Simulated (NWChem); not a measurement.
System: C$_{4}$H$_{5}$NS; SMILES Cc1cncs1

```xyz
11

C      0.1574     2.2532     0.0000
C      0.2202     0.7558     0.0000
C      1.3239    -0.0526     0.0000
N      1.1057    -1.4126     0.0000
C     -0.1676    -1.6661     0.0000
S     -1.2052    -0.2555     0.0000
H     -0.3624     2.6414     0.8841
H     -0.3624     2.6414    -0.8841
H      1.1721     2.6638     0.0000
H      2.3446     0.3158     0.0000
H     -0.5918    -2.6637     0.0000
```
Atoms are numbered in this order, from 1.

Computed with NWChem. Pople sets run with spherical d functions. All runs use the structure optimised with B3LYP/6-31G* (spherical d). Isolated, static molecule.

GIAO at B3LYP/6-31G*: principal shieldings of N4 are -342.4, -80.2, 220.3 ppm; an isolated ammonia molecule has σ = 255.8 ppm at the same levels.

Find the isotropic 15N shift, its principal values, the span and the skew.


1. σ(iso) = one third of the sum = -67.4 ppm.
2. δ = σ(reference) − σ = 323.2 ppm against ammonia.
3. δ11, δ22, δ33 = 598.2, 336.0, 35.5 ppm.
4. Span Ω = δ11 − δ33 = 562.7 ppm; skew κ = 3(δ22 − δ(iso))/Ω = 0.07.
